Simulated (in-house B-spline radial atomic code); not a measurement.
A fraction x of an electron is removed from 2p in C, starting from [He] 2s2 2p2 and keeping the highest spin. Method: non-relativistic RPBE, spin-polarised, spherical fractional occupations, point nucleus. Calculated with an all-electron radial atomic-structure program (B-spline basis).

| x | E(x) - E(0) (eV) | 2p up level (eV) |
| --- | --- | --- |
| 0 | 0.0000 | -6.066 |
| 0.1 | 0.6577 | -7.093 |
| 0.14 | 0.9498 | -7.514 |
| 0.34 | 2.6682 | -9.690 |
| 0.49 | 4.2493 | -11.402 |
| 0.5 | 4.3639 | -11.519 |
| 0.61 | 5.7021 | -12.818 |
| 0.63 | 5.9609 | -13.058 |
| 0.83 | 8.8163 | -15.514 |
| 0.88 | 9.6077 | -16.144 |
| 1 | 11.6368 | -17.681 |

The exact functional would give a straight line between the two integer points. Deviations E(x) - E(0) - x[E(1) - E(0)], in eV: -0.506 at x = 0.1, -0.679 at x = 0.14, -1.288 at x = 0.34, -1.453 at x = 0.49, -1.454 at x = 0.5, -1.396 at x = 0.61, -1.37 at x = 0.63, -0.842 at x = 0.83, -0.633 at x = 0.88.

The curve lies below the straight line by up to 1.454 eV (at x = 0.5): convex, the delocalisation error that favours fractional charges.

**Question.** How well does Slater's transition state (minus the level at half occupation) give the ionisation energy?

**Answer.** It gives 11.519 eV against 11.637 eV from the two total energies; NIST lists 11.26 eV, ground level to ground level.
